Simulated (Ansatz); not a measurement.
Coupled-cluster diagnostics for GaN₂⁻, Ansatz.

Geometry of the singlet (r2SCAN-D4/def2-TZVPD):

```
atom    x (Å)    y (Å)    z (Å)
 Ga1  -0.0618  -1.1848  -1.2595
  N2   0.0525   0.9861   1.0494
  N3   0.0093   0.1988   0.2101
```

Correlated methods freeze 11 core orbitals; core or outer-core shells of Ga are correlated, in sets that lack core-valence functions. The geometry of the singlet was relaxed on an unsound state (an occupied level 0.05 eV above an empty one). Another isomer (triplet) lies 0.31 eV lower at PBE0-D4/def2-TZVPD; other spin states weren't run for this one.

Problem. Estimate the CCSD(T) correlation energy, the shares of MP2 and (T), T1 and the reference's ⟨S²⟩ for: charge -1, singlet, own geometry in def2-TZVPPD; and the rough time on 4 threads of Arm Neoverse V2 on a shared host.

Solution. 
```csv
state,basis,correlation (eV),MP2 share (%),(T) share (%),T1,⟨S²⟩ (pure),wall time,remarks
"charge -1, singlet, own geometry",def2-TZVPPD,-17.826,95.7,5.9,0.022,0.00 (0.00),6 s,"HOMO above zero, large T1 (0.022), restricted SCF unstable"
```
Customary marks for T1 are 0.02 (closed shells), 0.045 (open shells) and about 0.05 (3d metals). T1 exceeds 0.02 in 1 of 1 rows and 0.045 in 0; the higher it lies, the less the single-reference result can be trusted.
